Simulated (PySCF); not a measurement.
# Correlation energy of P²⁺ (phosphorus, charge +2)

[Ne] 3s2 3p1, 2P determinant. All numbers are calculated (PySCF 2.14, the spin-free X2C one-electron Hamiltonian (Gaussian nucleus), in x2c-QZVPPall with one added diffuse shell each of s, p, d, f type (10s7p5d3f1g, 86 functions)). Frozen: [Ne]; 3 electrons correlated.

```json
{"level": "CCSD", "correlation energy (mhartree)": "-66.65"}
{"level": "(T)", "correlation energy (mhartree)": "-1.15"}
{"level": "CCSD(T)", "correlation energy (mhartree)": "-67.80"}
```

Diagnostics: T1 = 0.012, D1 = 0.0273, largest double amplitude 0.107.

Cost of the coupled-cluster step: roughly 18 core-seconds, for 3 correlated electrons.

Iterations:

```
CC2 = 0
CCSD nocc = (np.int64(2), np.int64(1)), nmo = (81, 81)
frozen orbitals [[0, 1, 2, 3, 4], [0, 1, 2, 3, 4]]
max_cycle = 100
direct = 0
conv_tol = 1e-08
conv_tol_normt = 1e-06
diis_space = 8
diis_start_cycle = 0
Init t2, MP2 energy = -0.0492138641353091
Init E_corr(UCCSD) = -0.0492138641427325
cycle = 1  E_corr(UCCSD) = -0.0597708273151097  dE = -0.0105569632  norm(t1,t2) = 0.0495616
cycle = 2  E_corr(UCCSD) = -0.0636857525137762  dE = -0.0039149252  norm(t1,t2) = 0.0218152
cycle = 3  E_corr(UCCSD) = -0.0666510769525809  dE = -0.00296532444  norm(t1,t2) = 0.0102929
cycle = 4  E_corr(UCCSD) = -0.0666294110551992  dE = 2.16658974e-05  norm(t1,t2) = 0.00123833
cycle = 5  E_corr(UCCSD) = -0.0666529072576369  dE = -2.34962024e-05  norm(t1,t2) = 0.000151347
cycle = 6  E_corr(UCCSD) = -0.0666447626564203  dE = 8.14460122e-06  norm(t1,t2) = 2.8773e-05
cycle = 7  E_corr(UCCSD) = -0.0666478584575699  dE = -3.09580115e-06  norm(t1,t2) = 9.54167e-06
cycle = 8  E_corr(UCCSD) = -0.0666471752018618  dE = 6.83255708e-07  norm(t1,t2) = 2.47644e-06
cycle = 9  E_corr(UCCSD) = -0.0666471643625493  dE = 1.08393126e-08  norm(t1,t2) = 2.49159e-07
cycle = 10  E_corr(UCCSD) = -0.0666471763015117  dE = -1.19389624e-08  norm(t1,t2) = 7.19577e-08
cycle = 11  E_corr(UCCSD) = -0.0666471747344235  dE = 1.56708822e-09  norm(t1,t2) = 4.01747e-08
UCCSD converged
E(UCCSD) = -340.5360893291172  E_corr = -0.06664717473442346
UCCSD(T) correction = -0.00114984374907484
```
